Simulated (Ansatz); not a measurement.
Relaxation of CH8BNO (12 atoms, charge 0, multiplicity 1), to a largest force component of 0.03 eV/Å in at most 50 steps.

The calculation used RKS PBE-D4/cc-pVDZ in Ansatz.

```xyz
12
Properties=species:S:1:pos:R:3
B 0.116 -0.246 0.270
N 0.113 -0.479 1.730
H -0.738 -0.645 2.269
H 0.969 -0.558 2.278
H 1.184 -0.195 -0.302
H -0.961 -0.268 -0.287
O -0.180 2.331 0.584
C -1.545 2.677 0.377
H -2.156 1.804 0.043
H -2.020 3.120 1.284
H -1.570 3.439 -0.427
H -0.152 1.735 1.376
```

Task: Where does it end, and by what steps?

Result: It converged. After 6 steps the energy has fallen by 0.097 eV; H6 moved furthest, 0.19 Å.

```csv
step,energy less start (eV),largest force component (eV/Å),accepted
0,0.0000,2.119,yes
1,-0.0640,1.015,yes
2,-0.0829,0.146,yes
3,-0.0896,0.113,yes
4,-0.0955,0.147,yes
5,-0.0964,0.101,yes
6,-0.0970,0.017,yes
```

```xyz
12
Properties=species:S:1:pos:R:3
B 0.146 -0.362 0.287
N 0.108 -0.467 1.689
H -0.745 -0.667 2.215
H 0.946 -0.480 2.273
H 1.220 -0.240 -0.262
H -0.901 -0.447 -0.324
O -0.190 2.407 0.619
C -1.558 2.736 0.410
H -2.177 1.857 0.112
H -2.033 3.212 1.302
H -1.594 3.470 -0.420
H -0.161 1.697 1.296
```

Run time: 14 s on 2 threads of Arm Neoverse V1 (shared host), peak memory 0.15 GiB.
